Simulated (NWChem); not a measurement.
System: AlP2H5; SMILES [PH2][AlH][PH2]

NWChem input:

```
start job
memory heap 200 mb stack 900 mb global 1100 mb
geometry units angstroms noautoz
  Al    -0.549064    -0.017987     0.189951
  H     -1.904158    -0.085378     1.021546
  P      0.372588    -1.991535    -0.643053
  H      0.243944    -2.693058     0.595267
  H      1.731560    -1.607027    -0.430188
  P      0.257636     2.057504    -0.503230
  H      1.636531     1.737148    -0.313273
  H      0.090459     2.663988     0.779888
end
basis spherical
  * library def2-svp
end
dft
  xc xpbe96 cpbe96
  iterations 150
  mulliken
end
task dft energy
```

Output (shortened):

```
             Northwest Computational Chemistry Package (NWChem) 7.3.0
             --------------------------------------------------------

 CS  symmetry detected

                             Geometry "geometry" -> ""
                             -------------------------

 Output coordinates in angstroms (scale by  1.889725989 to convert to a.u.)

  No.       Tag          Charge          X              Y              Z
 ---- ---------------- ---------- -------------- -------------- --------------
    1 Al                  13.0000    -0.78585477    -0.01497997     0.00000000
    2 H                    1.0000    -2.36955938    -0.17070806     0.00000000
    3 P                   15.0000     0.36491752    -0.10118634    -2.02654147
    4 H                    1.0000    -0.51568094     0.81428858    -2.68121159
    5 H                    1.0000     1.33475387     0.88623030    -1.67378344
    6 P                   15.0000     0.36491752    -0.10118634     2.02654147
    7 H                    1.0000     1.33475387     0.88623030     1.67378344
    8 H                    1.0000    -0.51568094     0.81428858     2.68121159

 Effective nuclear repulsion energy (a.u.)     167.6128017954

      Symmetry information
      --------------------

 Group name             Cs
 Group number              2
 Group order               2
 No. of unique centers     5

  pbe96 is a nonlocal functional; adding pw91lda local functional.

                                 NWChem DFT Module
                                 -----------------

 Summary of "ao basis" -> "ao basis" (spherical)
 ------------------------------------------------------------------------------
       Tag                 Description            Shells   Functions and Types
 ---------------- ------------------------------  ------  ---------------------
 Al                         def2-svp                 8       18   4s3p1d
 H                          def2-svp                 3        5   2s1p
 P                          def2-svp                 8       18   4s3p1d

      Symmetry analysis of basis
      --------------------------

        a'         45
        a"         34

            General Information
            -------------------
          SCF calculation type: DFT
          Wavefunction type:  closed shell.
          No. of atoms     :     8
          No. of electrons :    48
           Alpha electrons :    24
            Beta electrons :    24
          Charge           :     0
          Spin multiplicity:     1
          Use of symmetry is: on ; symmetry adaption is: on
          Maximum number of iterations: 150
          AO basis - number of functions:    79
                     number of shells:    39
          Convergence on energy requested:  1.00D-06
          Convergence on density requested:  1.00D-05
          Convergence on gradient requested:  5.00D-04

              XC Information
              --------------
          PerdewBurkeErnzerhof Exchange Functional  1.000
            Perdew 1991 LDA Correlation Functional  1.000 local
           PerdewBurkeErnz. Correlation Functional  1.000 non-local

             Grid Information
             ----------------
          Grid used for XC integration:  medium
          Radial quadrature: Mura-Knowles
          Angular quadrature: Lebedev.
          Tag              B.-S. Rad. Rad. Pts. Rad. Cut. Ang. Pts.
          ---              ---------- --------- --------- ---------
          Al                  1.25       88           9.0       590
          H                   0.35       45          13.0       434
          P                   1.00       88          12.0       590
          Grid pruning is: on
          Number of quadrature shells:   311
          Spatial weights used:  Erf1

      Superposition of Atomic Density Guess
      -------------------------------------

 Sum of atomic energies:        -925.36313291

      Non-variational initial energy
      ------------------------------

 Total energy =    -926.075715
 1-e energy   =   -1615.671707
 2-e energy   =     521.983191
 HOMO         =      -0.257294
 LUMO         =       0.001866

      Symmetry analysis of molecular orbitals - initial
      -------------------------------------------------

  Numbering of irreducible representations:

     1 a'          2 a"

  Orbital symmetries:

     1 a'          2 a"          3 a'          4 a'          5 a"
     6 a'          7 a"          8 a'          9 a"         10 a'
    11 a"         12 a'         13 a'         14 a"         15 a'
    16 a'         17 a"         18 a'         19 a'         20 a"
    21 a'         22 a"         23 a'         24 a"         25 a'
    26 a'         27 a'         28 a"         29 a'         30 a"
    31 a"         32 a'         33 a'         34 a"

     ---------------------------------------------
      Total Density - Mulliken Population Analysis
     ---------------------------------------------

    Atom       Charge   Shell Charges
 -----------   ------   -------------------------------------------------------
    1 Al  13    12.30   2.00  1.99  0.97  0.18  5.93  0.61  0.52  0.10
    2 H    1     1.21   0.72  0.49  0.01
    3 P   15    15.39   2.00  1.99  1.17  0.57  5.94  1.45  2.22  0.05
    4 H    1     0.93   0.63  0.28  0.02
    5 H    1     0.93   0.63  0.28  0.02
    6 P   15    15.39   2.00  1.99  1.17  0.57  5.94  1.45  2.22  0.05
    7 H    1     0.93   0.63  0.28  0.02
    8 H    1     0.93   0.63  0.28  0.02

   convergence    iter        energy       DeltaE   RMS-Dens  Diis-err
 ---------------- ----- ----------------- --------- --------- ---------
 d= 0,ls=0.0,diis     1   -927.3551367590 -1.09D+03  9.95D-03  2.82D-01
 d= 0,ls=0.0,diis     2   -927.3636037985 -8.47D-03  7.97D-03  1.07D-01
 d= 0,ls=0.0,diis     3   -927.3754814149 -1.19D-02  3.73D-03  5.32D-02
 d= 0,ls=0.0,diis     4   -927.3872959822 -1.18D-02  6.32D-04  1.08D-03
 d= 0,ls=0.0,diis     5   -927.3875174558 -2.21D-04  1.23D-04  3.35D-05
  Resetting Diis
 d= 0,ls=0.0,diis     6   -927.3875239659 -6.51D-06  4.13D-05  5.97D-06
 d= 0,ls=0.0,diis     7   -927.3875253274 -1.36D-06  1.01D-05  8.70D-08
 d= 0,ls=0.0,diis     8   -927.3875253200  7.35D-09  5.81D-06  1.24D-07

         Total DFT energy =     -927.387525320015
      One electron energy =    -1617.880391552442
           Coulomb energy =      589.332448749686
    Exchange-Corr. energy =      -66.452384312655
 Nuclear repulsion energy =      167.612801795396

 Numeric. integr. density =       48.000025596320

                  Occupations of the irreducible representations
                  ----------------------------------------------

                     irrep           alpha         beta
                     --------     --------     --------
                     a'               14.0         14.0
                     a"               10.0         10.0

                       DFT Final Molecular Orbital Analysis
                       ------------------------------------

 Vector   22  Occ=2.000000D+00  E=-2.818137D-01  Symmetry=a'
              MO Center= -5.5D-01, -1.0D-01, -1.1D-12, r^2= 5.1D+00
   Bfn.  Coefficient  Atom+Function         Bfn.  Coefficient  Atom+Function
  ----- ------------  ---------------      ----- ------------  ---------------
    19      0.274516  2 H  s                 35      0.185469  3 P  py
    63      0.185469  6 P  py                 8     -0.177452  1 Al px
    27     -0.176082  3 P  s                 55     -0.176082  6 P  s
    26     -0.174274  3 P  s                 54     -0.174274  6 P  s
    32      0.172826  3 P  py                60      0.172826  6 P  py

 Vector   23  Occ=2.000000D+00  E=-2.394104D-01  Symmetry=a'
              MO Center= -1.9D-01, -1.1D-01,  8.3D-14, r^2= 5.9D+00
   Bfn.  Coefficient  Atom+Function         Bfn.  Coefficient  Atom+Function
  ----- ------------  ---------------      ----- ------------  ---------------
    19      0.227722  2 H  s                 35     -0.185964  3 P  py
    63     -0.185964  6 P  py                36     -0.180741  3 P  pz
    64      0.180741  6 P  pz                 8     -0.178541  1 Al px
    26      0.162978  3 P  s                 54      0.162978  6 P  s
    27      0.156953  3 P  s                 55      0.156953  6 P  s

 Vector   24  Occ=2.000000D+00  E=-2.179645D-01  Symmetry=a"
              MO Center=  3.2D-01, -1.5D-01, -7.6D-14, r^2= 6.2D+00
   Bfn.  Coefficient  Atom+Function         Bfn.  Coefficient  Atom+Function
  ----- ------------  ---------------      ----- ------------  ---------------
    36      0.282427  3 P  pz                64      0.282427  6 P  pz
    33      0.217334  3 P  pz                61      0.217334  6 P  pz
    35      0.213045  3 P  py                63     -0.213045  6 P  py
    10     -0.182232  1 Al pz                27     -0.169148  3 P  s
    55      0.169148  6 P  s                 13     -0.148893  1 Al pz

 Vector   25  Occ=0.000000D+00  E=-8.456863D-02  Symmetry=a'
              MO Center= -6.3D-01,  1.4D-01,  2.7D-14, r^2= 4.5D+00
   Bfn.  Coefficient  Atom+Function         Bfn.  Coefficient  Atom+Function
  ----- ------------  ---------------      ----- ------------  ---------------
    12      0.730991  1 Al py                 9      0.371489  1 Al py
    27      0.251685  3 P  s                 55      0.251685  6 P  s
     6     -0.195684  1 Al py                48     -0.188464  5 H  s
    71     -0.188464  7 H  s                 43     -0.157638  4 H  s
    76     -0.157638  8 H  s                  4      0.118266  1 Al s

 Vector   26  Occ=0.000000D+00  E=-2.449258D-02  Symmetry=a'
              MO Center=  3.5D-02,  2.9D-02,  2.4D-13, r^2= 6.1D+00
   Bfn.  Coefficient  Atom+Function         Bfn.  Coefficient  Atom+Function
  ----- ------------  ---------------      ----- ------------  ---------------
     4      0.836285  1 Al s                 11      0.696156  1 Al px
    27     -0.586780  3 P  s                 55     -0.586780  6 P  s
    43      0.563086  4 H  s                 76      0.563086  8 H  s
    34      0.528991  3 P  px                62      0.528991  6 P  px
    48     -0.229986  5 H  s                 71     -0.229986  7 H  s

 Vector   27  Occ=0.000000D+00  E=-1.197613D-02  Symmetry=a'
              MO Center= -8.1D-02,  1.1D-01, -7.6D-16, r^2= 6.4D+00
   Bfn.  Coefficient  Atom+Function         Bfn.  Coefficient  Atom+Function
  ----- ------------  ---------------      ----- ------------  ---------------
     4      1.122234  1 Al s                 20     -0.745678  2 H  s
    48      0.613426  5 H  s                 71      0.613426  7 H  s
    27     -0.518121  3 P  s                 55     -0.518121  6 P  s
    36     -0.433404  3 P  pz                64      0.433404  6 P  pz
    34     -0.241539  3 P  px                62     -0.241539  6 P  px

     ---------------------------------------------
      Total Density - Mulliken Population Analysis
     ---------------------------------------------

    Atom       Charge   Shell Charges
 -----------   ------   -------------------------------------------------------
    1 Al  13    12.62   2.00  1.98  1.05  0.12  5.91  0.85  0.60  0.12
    2 H    1     1.10   0.71  0.39  0.01
    3 P   15    15.18   2.00  1.98  1.23  0.53  5.92  1.52  1.94  0.07
    4 H    1     0.97   0.71  0.25  0.02
    5 H    1     0.98   0.71  0.25  0.02
    6 P   15    15.18   2.00  1.98  1.23  0.53  5.92  1.52  1.94  0.07
    7 H    1     0.98   0.71  0.25  0.02
    8 H    1     0.97   0.71  0.25  0.02

     -------------------------------------------
      Total Density - Lowdin Population Analysis
     -------------------------------------------

    Atom       Charge   Shell Charges
 -----------   ------   -------------------------------------------------------
    1 Al  13    12.81   2.00  1.95  0.72  0.33  5.80  0.96  0.86  0.19
    2 H    1     1.13   0.62  0.49  0.01
    3 P   15    14.97   2.00  1.95  0.91  0.57  5.80  1.55  2.10  0.09
    4 H    1     1.03   0.62  0.36  0.05
    5 H    1     1.03   0.62  0.36  0.05
    6 P   15    14.97   2.00  1.95  0.91  0.57  5.80  1.55  2.10  0.09
    7 H    1     1.03   0.62  0.36  0.05
    8 H    1     1.03   0.62  0.36  0.05

     Multipole analysis of the density
     ---------------------------------

     L   x y z        total         alpha         beta         nuclear
     -   - - -        -----         -----         ----         -------
     0   0 0 0     -0.000000    -24.000000    -24.000000     48.000000

     1   1 0 0     -0.058182     -0.029091     -0.029091      0.000000
     1   0 1 0      0.611363      0.305681      0.305681      0.000000
     1   0 0 1     -0.000000     -0.000000     -0.000000     -0.000000

     2   2 0 0    -32.937356    -55.273872    -55.273872     77.610389
     2   1 1 0      0.571103     -1.456722     -1.456722      3.484546
     2   1 0 1     -0.000000     -0.000000     -0.000000      0.000000
     2   0 2 0    -30.671948    -21.114239    -21.114239     11.556531
     2   0 1 1     -0.000000     -0.000000     -0.000000     -0.000000
     2   0 0 2    -34.832667   -273.081331   -273.081331    511.329995
```

Level: PBE/def2-SVP. Structure relaxed at the PBE0/def2-SVP level.
